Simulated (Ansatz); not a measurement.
Cartesian coordinates in Å:
```
F -0.8960 -0.1386 -2.2405
C -0.3044 -0.0953 -1.0757
C 0.9660 -0.0897 -0.6797
C 0.5924 0.0950 0.7664
F 0.9356 -0.9367 1.5949
C -0.8910 0.0601 0.2936
F -1.6116 -0.9631 0.7709
F -1.5997 1.1866 0.5098
H 1.9205 -0.1522 -1.1802
H 0.8881 1.0339 1.2404
```

Total charge 0; spin multiplicity 1.

List the ωB97M-V/def2-TZVPP orbital energies in eV (Ansatz 0.2.0). (An estimate is asked.)

The calculation gave: Occupied: -679.22, -678.45, -678.44, -677.83, -286.72, -284.95, -284.63, -282.75, -38.64, -38.40, -36.96, -36.80, -28.42, -22.55, -22.23, -19.88, -19.55, -18.98, -18.47, -17.15, -16.99, -16.93, -16.40, -15.91, -15.25, -14.97, -14.51, -13.49, -12.81, -11.88, -11.01. Lowest empty: 1.39, 3.12, 3.36, 3.62, 4.35, 5.26, 5.56, 6.57.
